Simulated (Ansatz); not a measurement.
Total energies of CH2F2S2Si, SMILES `FC1(F)S[SiH2]S1`.

Cartesian coordinates in Å:
```
F -2.211 0.096 -0.746
C -0.969 0.576 -0.575
F -0.970 1.794 -1.141
S 0.269 -0.514 -1.369
Si 1.040 -0.618 0.617
S -0.547 0.681 1.203
H 0.990 -1.967 1.228
H 2.397 -0.047 0.783
```

Charge 0, multiplicity 1. The geometry is a stationary point of PBE0-D4/def2-TZVP. Basis def2-TZVPP, the Gaussian-basis code of Ansatz.

RPA on PBE orbitals: Hartree–Fock energy of these orbitals -1321.98216 Eh, correlation -1.76743 Eh (frozen core).

```tsv
functional	energy without D4 (Eh)	D4 term (kJ/mol)
LDA (SPW92)	-1319.55300	–
PBE	-1324.32674	-27.2
revPBE	-1324.76080	-77.4
BLYP	-1325.00588	-60.1
r2SCAN	-1324.86686	-6.0
B97M-V	-1324.69888	–
PBE0	-1324.41615	-22.9
B3LYP	-1325.09110	-44.7
r2SCANh	-1324.84736	-6.5
r2SCAN0	-1324.81987	-7.3
HSE06 (plane-wave form)	-1324.38545	-21.5
BHLYP	-1324.93842	-36.6
CAM-B3LYP	-1325.00382	-23.5
LC-ωPBE	-1324.58846	–
ωB97X-V	-1324.80328	–
ωB97M-V	-1324.92981	–
B2PLYP	-1324.53160	–
PBE-QIDH	-1324.12764	–
```

B3LYP takes the VWN-RPA correlation (the form of Gaussian; ORCA's B3LYP/G). HSE06 is the plane-wave form, built on full-range PBE exchange. The double hybrids freeze the cores in their second-order part.

LC-ωPBE has ω = 0.4 bohr⁻¹.
